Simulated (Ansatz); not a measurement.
One change: `B[SiH2]OC[SiH3]` becomes `B[SiH2]OCC`.

Ansatz, PBE0-D4/def2-TZVP geometries, multiplicity 1. Each molecule was computed in one conformer, which needn't be the lowest.

| property | `B[SiH2]OC[SiH3]` |
| --- | --- |
| HOMO energy (B3LYP/def2-TZVPP) / eV | -7.60 |
| HOMO–LUMO gap (B3LYP/def2-TZVPP) / eV | 4.89 |
| LUMO energy (PBE/def2-TZVPP) / eV | -3.53 |
| HOMO energy (ωB97M-V/def2-TZVPP) / eV | -10.04 |
| LUMO energy (ωB97M-V/def2-TZVPP) / eV | -0.55 |
| HOMO energy (PBE0/def2-TZVPP) / eV | -7.80 |

Question: What does the change do to each property? (Best estimate.)

Answer: Computed: 
```tsv
property	`B[SiH2]OCC`	shift
HOMO energy (B3LYP/def2-TZVPP) / eV	-7.42	0.18
HOMO–LUMO gap (B3LYP/def2-TZVPP) / eV	4.81	-0.08
LUMO energy (PBE/def2-TZVPP) / eV	-3.42	0.11
HOMO energy (ωB97M-V/def2-TZVPP) / eV	-9.88	0.16
LUMO energy (ωB97M-V/def2-TZVPP) / eV	-0.45	0.10
HOMO energy (PBE0/def2-TZVPP) / eV	-7.62	0.18
```

With PBE0 the HOMO rises by 0.18 eV and the LUMO rises by 0.10 eV, so the gap narrows by about 0.08 eV. PBE moves the HOMO by 0.20 eV and ωB97M-V by 0.16 eV.

B3LYP here is the variant with VWN-RPA as its local correlation; programs differ in this.
